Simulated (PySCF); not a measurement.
# Spinor energies of Ir⁵⁷⁺ (iridium, charge +57)

Start: [Ar] 3d2; 3d3/2 filled at m_j = +1/2, +3/2. Calculated with PySCF 2.14 in an uncontracted even-tempered set (15 s from 17 bohr⁻², ratio 2.8; 12 p from 22 bohr⁻², ratio 2.8; 8 d from 22 bohr⁻², ratio 2.8; 3 f from 69 bohr⁻², ratio 3): generalised Hartree-Fock with the X2C-1e Hamiltonian and a Gaussian nucleus; one run each with spin-orbit coupling (SO) switched off, then screened by Boettger's factors.

```json
{"spinor shell": "1s1/2", "electrons": "2", "ε, spin-free (eV)": "-80617.9", "ε, screened SO (eV)": "-80588.1", "weight of nominal j (screened SO)": "1.000", "rms radius, screened SO (bohr)": "0.0197"}
{"spinor shell": "2s1/2", "electrons": "2", "ε, spin-free (eV)": "-17501.0", "ε, screened SO (eV)": "-17490.0", "weight of nominal j (screened SO)": "1.000", "rms radius, screened SO (bohr)": "0.0789"}
{"spinor shell": "2p1/2", "electrons": "2", "ε, spin-free (eV)": "-15747.6", "ε, screened SO (eV)": "-16936.4", "weight of nominal j (screened SO)": "1.000", "rms radius, screened SO (bohr)": "0.0669"}
{"spinor shell": "2p3/2", "electrons": "4", "ε, spin-free (eV)": "-15747.6", "ε, screened SO (eV)": "-15268.6", "weight of nominal j (screened SO)": "1.000", "rms radius, screened SO (bohr)": "0.0743"}
{"spinor shell": "3s1/2", "electrons": "2", "ε, spin-free (eV)": "-6697.9", "ε, screened SO (eV)": "-6694.4", "weight of nominal j (screened SO)": "1.000", "rms radius, screened SO (bohr)": "0.194"}
{"spinor shell": "3p1/2", "electrons": "2", "ε, spin-free (eV)": "-6166.9", "ε, screened SO (eV)": "-6476.1", "weight of nominal j (screened SO)": "1.000", "rms radius, screened SO (bohr)": "0.184"}
{"spinor shell": "3d3/2", "electrons": "2", "ε, spin-free (eV)": "-5720.9", "ε, screened SO (eV)": "-5770.8", "weight of nominal j (screened SO)": "0.999", "rms radius, screened SO (bohr)": "0.169"}
```

Problem. Where does 3p3/2 lie, and what is the 3p spin-orbit splitting (screened SO)?

Solution. At -6039.6 eV, 436.53 eV above 3p1/2.

```json
{"quantity": "E (hartree)", "spin-free": "-14561.73290", "screened SO": "-14589.65219"}
{"quantity": "M_J", "spin-free": "2", "screened SO": "2"}
{"quantity": "⟨J²⟩", "spin-free": "8.000", "screened SO": "6.007"}
{"quantity": "⟨L²⟩", "spin-free": "12.000", "screened SO": "10.114"}
{"quantity": "⟨S²⟩", "spin-free": "2.000", "screened SO": "1.544"}
```

Each row is a mean over spinors that exchange with the open shell spreads, by up to 35.457 eV (3p1/2).

Breit and QED terms are absent; they matter most for the inner s and p1/2 levels.

Densities and radii are taken from the X2C orbitals without a picture-change correction, which distorts them close to the nucleus.

Without spin-orbit coupling the j labels of p, d and f shells carry no meaning; the spin-free column gives the mean over the occupied spinors of each nl shell, and its ⟨J²⟩ belongs to a mixture of degenerate components.
